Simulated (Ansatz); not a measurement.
Two structures of SnH7OF, singlet, reached by relaxing down either side of one saddle point (PBE0-D4/def2-TZVP). Energies are electronic, without zero-point energy. Computed with Ansatz 0.2.0 (basis: def2-TZVPP and def2-QZVPP); correlated methods freeze the cores. Filled d shells of the heavier atoms are correlated. Core potentials replace the inner electrons of the atoms past krypton. The def2 sets are not built for correlating such inner shells, so the correlated values are less sure here. Extrapolation: Hartree–Fock as exp(−7.88 √X), correlation as X^−2.97. First:

```
10
angstrom
Sn -0.7244 -1.3611 -0.2114
H 0.9706 -1.0515 -0.2240
H -0.8493 -2.9810 -0.7548
H -1.3277 -1.2454 1.3665
H -1.5074 -0.3515 -1.3292
H 0.5630 1.8275 0.5327
O -0.3319 1.5414 0.7515
H 1.8540 0.2799 -0.2942
F 2.2672 1.1183 -0.2473
H -0.9142 2.2233 0.4104
```

Second:

```csv
atom,x (Å),y (Å),z (Å)
Sn1,-0.8208,-0.7858,-0.6961
H2,2.6816,-1.4891,1.4201
H3,-0.3493,-2.2004,-1.5292
H4,-1.2411,-1.0853,0.9167
H5,-1.8943,0.1570,-1.6125
H6,0.1421,1.7080,0.3467
O7,-0.7555,1.8596,0.6715
H8,2.4173,-1.0199,0.9015
F9,0.8719,0.1873,-0.6678
H10,-1.0519,2.6688,0.2492
```

**Question.** Which bonds change from the first to the second?

**Answer.** SnH₄ + H₂O + HF → SnH₃F ([F][SnH3]) + H₂O + H₂; bonds formed: Sn1–F9, H2–H8; bonds broken: Sn1–H2, H8–F9.

**Question.** Give the saddle point's structure and its height above each. (Judge from chemistry; the value comes from the calculation.)

**Answer.** The calculation gives: 1.255 eV above the first and 1.597 eV above the second (CCSD(T) at an estimated basis limit (MP2 extrapolated from triple and quadruple zeta, plus CCSD(T) − MP2 in triple zeta)).
```
atom    x (Å)    y (Å)    z (Å)
 Sn1  -0.5098  -0.9307  -0.2851
  H2   1.1755  -0.8981   0.7719
  H3  -0.0512  -2.3644  -1.0918
  H4  -1.3737  -1.2541   1.1511
  H5  -1.3742   0.0989  -1.3277
  H6   0.4658   1.6960   0.1694
  O7  -0.2079   1.5186   0.8415
  H8   1.4652  -0.3305   0.0607
  F9   1.3354   0.3289  -0.9635
 H10  -0.9251   2.1355   0.6737
```

The search had been set up for a ligand exchange through a proton shuttle (forming Sn1–O7, H6–F9, H2–H8, breaking Sn1–H2, H6–O7, H8–F9); from that guess it ended on this step instead.

No T1 diagnostic of these runs exceeds 0.014.

Labels in which every atom is bracketed show which atoms are joined, not bond orders.

For scale, one of the runs: CCSD(T)/def2-TZVPP, 210 basis functions, launched by `ansatz run in.yaml --threads 4 --pin off --events-out ev --progress --plain --max-ram 9574MiB`. Hardware: 4 CPU threads of an Arm Neoverse V2, shared host. Wall time 80 s; peak host memory 3.4 GiB.
